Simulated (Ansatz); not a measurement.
Geometry optimisation, Ansatz 0.2.0, RKS PBE/def2-SVP.

Input file:

```yaml
crystal:
  periodic: [false, false, false]
  atoms:
    - { symbol: "N", position_ang: [0.1113, 0.3738, -1.466] }
    - { symbol: C, position_ang: [0.2361, 0.1653, -0.2193] }
    - { symbol: C, position_ang: [1.5869, 0.4983, 0.3721] }
    - { symbol: O, position_ang: [2.3344, 1.5273, -0.3684] }
    - { symbol: "N", position_ang: [-0.7028, -0.3657, 0.605] }
    - { symbol: Si, position_ang: [-2.0885, -1.087, 0.0473] }
    - { symbol: H, position_ang: [0.9709, 0.8005, -1.8565] }
    - { symbol: H, position_ang: [2.2758, -0.3883, 0.3488] }
    - { symbol: H, position_ang: [1.5158, 0.8418, 1.4661] }
    - { symbol: H, position_ang: [-0.76059, 0.59077, -1.98977] }
    - { symbol: H, position_ang: [-0.3906, -0.7223, 1.5289] }
    - { symbol: H, position_ang: [-2.897, -0.1691, -0.7407] }
    - { symbol: H, position_ang: [-2.9042, -1.4593, 1.2415] }
    - { symbol: H, position_ang: [-1.7395, -2.342, -0.6337] }
basis:
  gaussian: { orbitals: def2-SVP }
hamiltonian:
  xc: pbe
relax:
  f_tol: 0.02
  max_steps: 50
```

Launched with:

```bash
$ ansatz run input.yaml --threads 2 --pin off --max-ram 3072MiB --backend cpu --events-out ev --progress --plain --runs-dir out
```

Problem. Where does it end, and by what steps?

Solution. The run converged. The force dipped under the threshold on the way, but the program's further checks kept it going. After 15 steps the energy has fallen by 2.553 eV; H7 moved furthest, 0.98 Å. Parted: N1–H7. Joined: O4–H7.

```tsv
step	energy less start (eV)	largest force component (eV/Å)	accepted
0	0.0000	4.420	yes
1	-1.0108	2.525	yes
2	-1.5157	1.168	yes
3	-1.6312	0.756	yes
4	-1.7535	1.157	yes
5	-1.9976	1.380	yes
6	-2.1676	2.409	yes
7	-2.3456	1.772	yes
8	-2.4439	1.071	yes
9	-2.5217	0.812	yes
10	-2.5348	0.753	yes
11	-2.5436	0.464	yes
12	-2.5520	0.068	yes
13	-2.5530	0.043	yes
14	-2.5533	0.009	yes
15	-2.5534	0.008	yes
```

```xyz
14
Properties=species:S:1:pos:R:3
N 0.086 0.432 -1.542
C 0.250 0.133 -0.299
C 1.583 0.582 0.300
O 2.353 1.241 -0.649
N -0.624 -0.535 0.538
Si -2.221 -1.156 0.081
H 1.769 1.206 -1.455
H 2.096 -0.329 0.708
H 1.358 1.228 1.189
H -0.811 0.132 -1.953
H -0.297 -0.668 1.500
H -3.116 -0.044 -0.392
H -2.768 -1.783 1.330
H -2.109 -2.175 -1.020
```

Whether the end is a true minimum wasn't checked by a vibrational analysis.

Run time: 61 s on 2 threads of Intel(R) Xeon(R) Platinum 8259CL CPU @ 2.50GHz (Skylake/Cascade Lake), with other jobs on the host, peak memory 0.19 GiB.
